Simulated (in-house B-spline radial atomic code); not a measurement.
A fraction x of an electron is moved 3p → 3d in Fe IV (Fe3+), starting from [Ar] 3d5 and keeping the highest spin. All numbers are computed (scalar-relativistic (X2C) PBE, spin-polarised, spherical fractional occupations; Fermi nucleus of rms radius 3.7377 fm) with a B-spline radial code for spherical atoms, not measured.

```tsv
x	E(x) - E(0) (eV)	3p down level (eV)	3d down level (eV)
0	0.0000	-93.027	-
0.125	6.6826	-93.145	-39.685
0.25	13.3651	-93.263	-39.802
0.375	20.0479	-93.380	-39.917
0.5	26.7311	-93.497	-40.030
0.625	?	?	?
0.75	40.0990	-93.728	-40.252
0.875	?	?	?
1	53.4693	-93.956	-40.470
```

Problem. What belongs in the row x = 0.625?

Solution. An energy change of 33.4148 eV; 3p down at -93.613 eV, 3d down at -40.141 eV.

Problem. What belongs in the row x = 0.875?

Solution. An energy change of 46.7839 eV; 3p down at -93.843 eV, 3d down at -40.362 eV.

Problem. Check Janak's theorem between x = 0.125 and 0.25.

Solution. The slope of the energy is 53.46 eV; the orbital levels give 53.46 eV (ε of the receiving orbital less ε of the emptying one, averaged over the two points).
